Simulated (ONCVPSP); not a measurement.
# phosphorus, ONCV: configuration errors across variants

ONCVPSP 4.0.1 input, shortened (lines: element, Z, core and valence counts, functional; n l f; lmax; l rc ep ncon nbas qcut; lloc lpopt rc5 dvloc0; l nproj debl; icmod fcfact rcfact), BLYP, scalar-relativistic:

```
  P 15.00    3    2  -106131      upf
    1    0    2.00
    2    0    2.00
    2    1    6.00
    3    0    2.00
    3    1    1.00
    1
    0    1.35    0.00    4    7    6.30
    1    1.85    0.00    4    8    3.80
    4    3    1.00    0.00
    0    3    3.20
    1    2    2.40
    3    5.25    1.25
```

All-electron excitation energies from the reference (eV): (1) 3s2 3p3 -28.588; (2) 3s2 3p2 -19.012; (3) 3s2 3p0 29.670; (4) 3s0 3p5 -11.331.

2 further variants failed, have other tests or too few solved ones, and are left out.

A true bound ghost makes a file unfit for plane-wave use even where its test errors are small: the radial tests pick states by their node count and pass the ghost by.

Errors AE − PS in meV (a dash: test not solved or not reliable):

| change | (1) | (2) | (3) | (4) | bound ghosts | GHOST(+) flags above zero |
| --- | --- | --- | --- | --- | --- | --- |
| base | +18 | +8.2 | +17 | +14 | s | none |
| local potential polynomial inside 1.00 bohr (lpopt 3, dvloc0 6.5 Ha) | +18 | +8.2 | +17 | +14 | s | none |
| s: nproj 2 | +17 | +8.1 | +17 | +14 | s | none |
| p: rc 2.68 | +8.1 | +4.2 | +8.0 | +0.8 | s | none |
| p: rc 1.35, qcut 5.2, nproj 0; local potential the p channel | +28 | +12 | +21 | +21 | s | none |
| p: qcut 4.6 | +19 | +8.8 | +19 | +13 | s | none |
| core correction Teter function, parameters optimised by the program | +9.0 | +4.0 | +3.2 | +12 | s | none |

Problem. Give the same row for: core correction Teter function, fcfact 3.2, rcfact 1.25.

Solution. +22, +10, +24, +20; bound ghosts: s; GHOST(+) flags above zero: none.
